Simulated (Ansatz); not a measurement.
`OB([SiH3])O[SiH3]` + `BS` → `BS[SiH3]` + `OB(O)[SiH3]`  (ligand exchange at the Si–O bond)

Calculated with Ansatz (gas phase, PBE0-D4/def2-TZVP geometries, no zero-point term in ΔE). CBS: MP2 limit from def2 TZ/QZ plus the TZ coupled-cluster correction, frozen cores. This one scheme is used for every species. Each species was taken in one conformer, which may not be the lowest.

`OB([SiH3])O[SiH3]`:

Cartesian coordinates in Å:
```
O -1.401 1.731 0.882
B -0.629 0.738 0.373
Si -1.571 -0.788 -0.598
O 0.724 0.815 0.538
Si 2.005 -0.130 0.103
H -0.875 2.410 1.323
H -1.276 -2.092 0.062
H -1.089 -0.892 -2.005
H -3.045 -0.593 -0.618
H 2.722 -0.540 1.334
H 2.904 0.671 -0.761
H 1.532 -1.331 -0.633
```

`BS`:

Z-matrix (Å, degrees):
```
B
S 1 1.765
H 1 1.192 2 115.8
H 1 1.190 2 121.4 3 -180.0
H 2 1.344 1 99.2 3 180.0
```

`BS[SiH3]`:

Cartesian coordinates in Å:
```
B 0.460 -1.643 -0.022
S 1.143 -0.190 0.732
Si -0.293 1.271 0.059
H -0.535 -1.593 -0.682
H 1.039 -2.669 0.161
H -1.642 0.920 0.563
H -0.302 1.324 -1.422
H 0.130 2.581 0.611
```

`OB(O)[SiH3]`:

Z-matrix (Å, degrees):
```
Si
B 1 2.033
H 1 1.490 2 110.5
H 1 1.490 2 110.3 3 118.7
H 1 1.487 2 111.8 3 -120.8
O 2 1.364 1 117.3 3 -56.7
O 2 1.363 1 118.6 3 123.5
H 6 0.963 2 116.0 1 -179.8
H 7 0.963 2 115.8 1 179.8
```

| species | MP2/def2-QZVPP energy (Eh) |
| --- | --- |
| `OB([SiH3])O[SiH3]` | -757.50303 |
| `BS` | -424.31704 |
| `BS[SiH3]` | -714.58527 |
| `OB(O)[SiH3]` | -467.21584 |

Work out ΔE.

ΔE = (-714.58527) + (-467.21584) − (-757.50303) − (-424.31704) = 0.01896 Eh = +49.8 kJ/mol. CCSD(T)/CBS gives +51.0 kJ/mol.

Largest T1 diagnostic among the species: 0.015.

From PBE to PBE0 (25 % exact exchange), in def2-TZVPP and without D4, ΔE moves by +3.6 kJ/mol. In def2-TZVPP, CCSD(T) changes the Hartree–Fock value by −11.5 kJ/mol (the triples alone add −2.3 kJ/mol) and MP2 by −14.3 kJ/mol.
